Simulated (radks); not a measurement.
Question: Species: the iron ion Fe19+. Configuration: [He] 2s2 2p3. All-electron calculation, scalar-relativistic Kohn-Sham, LB94 model potential, spin-polarised, spherical densities, finite nucleus; open shells are filled with parallel spins first; Fermi nuclear charge, rms radius 3.7377 fm. Program: a radial shooting solver on a logarithmic mesh with Libxc functionals. Some entries of the table are withheld. Estimate them.

orbital,occ.,eigenvalue (eV),r(max) (bohr)
1s down,1,-8047.544,(1)
1s up,1,-8040.585,(2)
2s up,1,-1660.153,(3)
2s down,1,-1630.323,(4)
2p up,3,-1567.508,(5)
2p down,0,-1539.254,(6)

Answer: 
(1) 1s down r(max) (bohr): 0.03824
(2) 1s up r(max) (bohr): 0.03823
(3) 2s up r(max) (bohr): 0.2146
(4) 2s down r(max) (bohr): 0.2154
(5) 2p up r(max) (bohr): 0.1704
(6) 2p down r(max) (bohr): 0.1698
